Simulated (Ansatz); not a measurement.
Z-matrix (Å, degrees):
```
C
S 1 1.833
N 1 1.438 2 108.0
H 1 1.099 2 107.9 3 -125.3
H 1 1.091 2 108.3 3 117.8
Si 2 2.124 1 99.2 3 152.9
H 3 1.012 1 111.1 2 166.9
H 3 1.011 1 111.4 2 -71.6
H 6 1.483 2 106.2 1 -176.4
H 6 1.489 2 110.7 1 -56.6
H 6 1.488 2 112.4 1 63.9
```

Charge 0, multiplicity 1.

(1) List the PBE/def2-TZVPP orbital energies in eV (Ansatz 0.2.0). (Estimate.)

Results:

(1) Computed: Occupied: -2395.48, -1779.89, -380.45, -270.64, -208.43, -154.59, -154.49, -154.35, -137.60, -94.36, -94.32, -94.31, -22.58, -18.62, -15.49, -13.13, -12.48, -11.68, -10.33, -9.32, -8.56, -8.31, -7.54, -6.03, -5.60. Lowest empty: -0.69, -0.22, 0.15, 0.59, 0.68, 1.07, 1.48, 2.10.
